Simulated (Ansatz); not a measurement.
Species: HSe, net charge 0, doublet state. 
Structure (B3LYP-D3(BJ)/def2-TZVP (Ansatz, a program for electronic structure) minimum search):
SMILES: [SeH]
```xyz
2

Se     0.0000     0.0000    -0.0421
H      0.0000     0.0000     1.4328
```
Charge 0, spin multiplicity 2.

Basis-set convergence of Hartree-Fock and MP2 correlation energies (hartree) with Ansatz. Cores are frozen in the correlated levels unless marked. Open shells are spin-unrestricted. No spin-orbit coupling. The frozen core is the preceding noble-gas configuration, with the filled d and f shells of earlier blocks. No relativistic terms.

```
basis       functions        E(HF)  E(corr, MP2)
----------  ---------  -----------  ------------
def2-SVP           37  -2400.11150      -0.10100
def2-TZVPP         62  -2400.40995      -0.13318
def2-QZVPP        119  -2400.45776      -0.14545
```

Extrapolating the two largest sets (X = 3 and 4) as X^-3: E(corr) = (64·(-0.14545) - 27·(-0.13318))/37 = -0.1544 Eh, an estimate of the basis-set limit. The largest set recovers 94.2 % of it, the smallest 65.4 %.
